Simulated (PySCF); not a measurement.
Job file and geometry (Å, from GFN2-xTB) of an NMR shielding run on `CC([C@H]1P(C)C1)(C)C`, C$_{7}$H$_{15}$P, GIAO PBE0/pcSseg-1 NMR shielding, non-relativistic, gas phase in PySCF; density fitting, a coarse starting grid and PySCF grid level 2 are the driver's defaults:

```
$ OMP_NUM_THREADS=1 python probes_run.py task.json out

{"job": {"kind": "nmr", "xc": "PBE0", "basis": "pcSseg-1"}, "charge": 0, "multiplicity": 1}
C      3.084248     0.360674     0.937465
P      1.400755    -0.256880     1.438735
C      1.090607    -1.468460     0.082003
C      0.523429    -0.099194    -0.184148
C     -0.973717     0.162296    -0.248633
C     -1.735076    -0.610966     0.827449
C     -1.480367    -0.249800    -1.635813
C     -1.202092     1.661982    -0.038187
H      3.160137     1.418306     1.186829
H      3.838688    -0.177960     1.509524
H      3.270557     0.223126    -0.125255
H      1.932839    -1.793187    -0.515690
H      0.396901    -2.266020     0.306226
H      1.062772     0.478385    -0.932580
H     -1.728855    -1.679542     0.627593
H     -2.771675    -0.283089     0.860251
H     -1.285172    -0.435684     1.803677
H     -1.282248    -1.304543    -1.814017
H     -2.552273    -0.082061    -1.712700
H     -0.985525     0.328458    -2.413514
H     -0.839557     1.955399     0.945123
H     -2.260271     1.903674    -0.105616
H     -0.668859     2.242072    -0.788643
```

Question: What does the program print?

Answer: 
```
coarse grid: 18528 points
cycle   1  E = -616.4745398184  dE =  7.527e-01  |g| = 5.036e-01  |ddm| = 4.167e+00
cycle   2  E = -616.4493404996  dE =  2.520e-02  |g| = 5.938e-01  |ddm| = 1.033e+00
cycle   3  E = -616.5416189379  dE = -9.228e-02  |g| = 8.086e-02  |ddm| = 6.715e-01
cycle   4  E = -616.5431969040  dE = -1.578e-03  |g| = 3.213e-02  |ddm| = 1.529e-01
cycle   5  E = -616.5434553085  dE = -2.584e-04  |g| = 5.870e-03  |ddm| = 3.490e-02
cycle   6  E = -616.5434640318  dE = -8.723e-06  |g| = 2.062e-03  |ddm| = 1.061e-02
final grid: 170968 points
cycle   7  E = -616.5954695173  dE = -7.843e-05  |g| = 1.187e-02  |ddm| = 5.518e-02
cycle   8  E = -616.5954447639  dE =  2.475e-05  |g| = 1.527e-02  |ddm| = 2.717e-02
cycle   9  E = -616.5955056365  dE = -6.087e-05  |g| = 1.640e-03  |ddm| = 1.804e-02
cycle  10  E = -616.5955063360  dE = -6.995e-07  |g| = 4.291e-04  |ddm| = 2.616e-03
cycle  11  E = -616.5955063810  dE = -4.500e-08  |g| = 9.073e-05  |ddm| = 4.488e-04
cycle  12  E = -616.5955063830  dE = -1.942e-09  |g| = 3.210e-05  |ddm| = 1.516e-04
cycle  13  E = -616.5955063832  dE = -2.510e-10  |g| = 4.887e-06  |ddm| = 3.767e-05
converged SCF energy = -616.5955063832

GIAO shielding tensors (ppm)
atom      isotropic    diamagn.    paramagn.     s11        s22        s33       span
  0 C      169.428     254.368     -84.940    145.555    167.298    195.431     49.876
  1 P      578.246     967.986    -389.740    350.347    446.184    938.207    587.860
  2 C      172.319     256.241     -83.923    142.246    172.326    202.383     60.137
  3 C      144.828     255.473    -110.645     94.370    138.756    201.358    106.988
  4 C      154.066     241.217     -87.151    149.668    151.574    160.958     11.290
  5 C      161.457     249.297     -87.840    147.157    150.650    186.564     39.408
  6 C      154.557     247.551     -92.994    137.158    139.981    186.532     49.374
  7 C      152.441     248.242     -95.802    132.673    138.676    185.973     53.300
  8 H       30.671      31.019      -0.348     25.581     27.675     38.757     13.175
  9 H       30.684      29.031       1.653     25.509     27.250     39.293     13.784
 10 H       31.970      32.550      -0.580     26.429     30.703     38.779     12.350
 11 H       30.952      32.612      -1.660     25.183     26.822     40.850     15.667
 12 H       30.854      33.351      -2.497     24.436     28.888     39.237     14.802
 13 H       30.779      36.491      -5.712     24.284     30.959     37.094     12.810
 14 H       31.367      32.341      -0.973     26.643     29.967     37.491     10.849
 15 H       31.216      31.563      -0.347     26.954     28.452     38.242     11.288
 16 H       31.118      31.612      -0.494     24.899     32.561     35.893     10.994
 17 H       30.607      31.605      -0.998     25.988     29.384     36.448     10.459
 18 H       30.660      31.133      -0.472     26.466     27.802     37.713     11.246
 19 H       30.635      31.564      -0.928     27.136     27.835     36.935      9.799
 20 H       30.275      31.637      -1.362     25.720     29.548     35.557      9.837
 21 H       30.741      31.664      -0.923     26.635     27.814     37.774     11.139
 22 H       30.534      32.007      -1.473     27.089     28.034     36.478      9.389
```

Size and cost of the density-fitted run: 218 basis functions, 36 s wall time on 1 thread of an Arm Neoverse V2, shared host; peak memory 1.1 GiB.
